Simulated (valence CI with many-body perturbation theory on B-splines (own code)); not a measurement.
## Forbidden lines of Pt27+

Level of theory: valence CI with perturbative core correlation (CI+MBPT): five valence electrons over a frozen Dirac-Fock core [Kr] 4d10, a basis of 7 s, 7 p, 7 d, 7 f, 4 g, 2 h functions for each j, with the one-electron correlation potential Σ1 (screened to all orders), the two-electron term Σ2, the three-electron term Σ3, Breit, model QED; selected single and double excitations, second order for the rest, scaled by the run's own slope (own B-spline code, finite nucleus).

The last digits are not significant, and no measured levels were compared; by estimate large intervals hold to a few tenths of a per cent, small ones and those within an open d or f shell to about a per cent. Among the levels kept, up to 990 cm⁻¹ of a level comes from second order outside the variational space, and about a tenth of that is noise between levels of different J, which matters for small intervals. Only levels of the ground parity were solved; by the run's estimate the other parity begins above the list, which can be wrong where configurations are misplaced.

Lines 1 to 50 of 120 in falling wavelength, among levels below 43.207 eV, chosen from the decays that carry over 1 % of a level's rate. Wavelengths and rates use the calculated energies. Weak lines are less certain than strong ones. Lines between different terms over intervals too small for the method are left out, as are lines whose strength nearly cancels. Where a level lies close to another of its J and parity, the split of strength between their lines is uncertain.

Names give the largest LS component (configuration and term), which can be under half, so a name can repeat, a term be missing and a line seem to break the LS rules; names also repeat where a configuration has a term twice. Letters in brackets count levels of one name in rising energy.

```tsv
λ vac (Å)	Upper	Lower	Type	A (s⁻¹)	Branch %
66550	4f⁵ ⁴I°_15/2 [a]	4f⁵ ⁶H°_13/2	M1	7.62e-02	100.0
41780	4f⁵ ⁶F°_1/2	4f⁵ ⁶F°_3/2	M1	1.59e+00	98.5
19200	4f⁵ ⁴M°_21/2	4f⁵ ⁴M°_19/2 [a]	M1	2.43e+00	100.0
12870	4f⁵ ⁶H°_13/2	4f⁵ ⁶H°_11/2	M1	2.74e+01	100.0
12000	4f⁵ ⁴L°_17/2	4f⁵ ⁴M°_19/2 [a]	M1	5.17e-01	1.5
11490	4f⁵ ⁴F°_3/2 [a]	4f⁵ ⁶F°_5/2 [b]	M1	1.59e+01	1.0
10050	4f⁵ ⁴L°_17/2	4f⁵ ⁴L°_15/2	M1	1.66e+01	49.4
9417	4f⁵ ⁶H°_11/2	4f⁵ ⁶H°_9/2	M1	9.65e+01	100.0
9118	4f⁵ ⁶F°_11/2	4f⁵ ⁶F°_9/2	M1	3.48e+01	37.9
8161	4f⁵ ⁴M°_19/2 [a]	4f⁵ ⁴M°_17/2	M1	5.28e+01	100.0
8032	4f⁵ ⁶P°_3/2	4f⁵ ⁴P°_5/2 [a]	M1	4.48e+01	10.9
7971	4f⁵ ⁶F°_9/2	4f⁵ ⁶F°_7/2	M1	9.16e+01	80.6
7777	4f⁵ ⁴G°_9/2 [a]	4f⁵ ⁴G°_7/2 [a]	M1	5.98e+01	10.6
7613	4f⁵ ⁶F°_5/2 [a]	4f⁵ ⁶H°_7/2	M1	1.07e+01	2.5
7150	4f⁵ ⁶H°_9/2	4f⁵ ⁶H°_7/2	M1	2.36e+02	100.0
7149	4f⁵ ⁶F°_7/2	4f⁵ ⁶H°_9/2	M1	9.15e+00	3.2
6739	4f⁵ ⁶F°_7/2	4f⁵ ⁶F°_5/2 [a]	M1	1.72e+02	60.6
6687	4f⁵ ⁴P°_5/2 [a]	4f⁵ ⁶F°_5/2 [b]	M1	5.00e+01	3.6
6284	4f⁵ ⁶F°_9/2	4f⁵ ⁶H°_11/2	M1	5.40e+00	4.8
6253	4f⁵ ⁴I°_9/2 [a]	4f⁵ ⁶F°_9/2	M1	1.65e+01	1.1
6137	4f⁵ ⁴M°_17/2	4f⁵ ⁴M°_15/2	M1	8.24e+01	17.6
6041	4f⁵ ⁴M°_15/2	4f⁵ ⁴I°_15/2 [a]	M1	2.30e+02	76.7
5752	4f⁵ ⁶H°_7/2	4f⁵ ⁶H°_5/2	M1	3.44e+02	100.0
5742	4f⁵ ⁶F°_5/2 [b]	4f⁵ ⁶F°_7/2	M1	6.62e+01	3.0
5538	4f⁵ ⁴M°_15/2	4f⁵ ⁶H°_13/2	M1	7.00e+01	23.3
5347	4f⁵ ⁶P°_3/2	4f⁵ ⁴F°_3/2 [a]	M1	1.25e+01	3.1
5347	4f⁵ ²K°_15/2 [a]	4f⁵ ⁴M°_17/2	M1	5.24e+01	3.1
5291	4f⁵ ⁴G°_7/2 [a]	4f⁵ ⁶F°_5/2 [b]	M1	2.26e+02	14.2
5233	4f⁵ ⁶F°_11/2	4f⁵ ⁶H°_13/2	M1	4.03e+00	4.4
4948	4f⁵ ⁴L°_15/2	4f⁵ ⁴L°_13/2	M1	2.39e+02	50.8
4858	4f⁵ ⁴L°_17/2	4f⁵ ⁴M°_17/2	M1	9.08e+00	27.1
4846	4f⁵ ⁴G°_9/2 [a]	4f⁵ ⁴I°_9/2 [a]	M1	3.53e+01	6.2
4618	4f⁵ ⁴F°_5/2 [a]	4f⁵ ⁴P°_5/2 [a]	M1	4.66e+01	2.4
4296	4f⁵ ⁴L°_13/2	4f⁵ ⁴I°_15/2 [a]	M1	9.37e+00	1.6
4207	4f⁵ ⁴G°_7/2 [a]	4f⁵ ⁶F°_9/2	M1	6.67e+01	4.2
4079	4f⁵ ⁴I°_9/2 [b]	4f⁵ ⁴K°_11/2 [a]	M1	1.47e+01	1.0
4049	4f⁵ ⁴H°_11/2 [a]	4f⁵ ⁴K°_11/2 [a]	M1	9.50e+01	21.9
4036	4f⁵ ⁴L°_13/2	4f⁵ ⁶H°_13/2	M1	3.02e+02	51.6
3928	4f⁵ ⁴H°_11/2 [a]	4f⁵ ⁴L°_13/2	M1	1.17e+01	2.7
3897	4f⁵ ⁴G°_9/2 [a]	4f⁵ ⁶F°_11/2	M1	3.31e+01	5.9
3858	4f⁵ ⁴I°_9/2 [b]	4f⁵ ⁴I°_9/2 [a]	M1	1.33e+02	9.4
3816	4f⁵ ⁴K°_13/2 [a]	4f⁵ ⁴K°_11/2 [a]	M1	3.80e+02	58.4
3769	4f⁵ ⁶F°_9/2	4f⁵ ⁶H°_9/2	M1	1.35e+01	11.9
3720	4f⁵ ⁶F°_11/2	4f⁵ ⁶H°_11/2	M1	2.33e+00	2.5
3713	4f⁵ ⁴L°_15/2	4f⁵ ⁴M°_15/2	M1	1.75e+02	37.2
3708	4f⁵ ⁴K°_13/2 [a]	4f⁵ ⁴L°_13/2	M1	1.70e+02	26.2
3649	4f⁵ ⁶P°_3/2	4f⁵ ⁶F°_5/2 [b]	M1	5.76e+01	14.1
3584	4f⁵ ⁴F°_5/2 [a]	4f⁵ ⁴F°_3/2 [a]	M1	6.00e+02	30.7
3575	4f⁵ ⁶F°_7/2	4f⁵ ⁶H°_7/2	M1	9.50e+01	33.5
3537	4f⁵ ²K°_15/2 [a]	4f⁵ ⁴L°_13/2	M1	2.13e+01	1.2
```
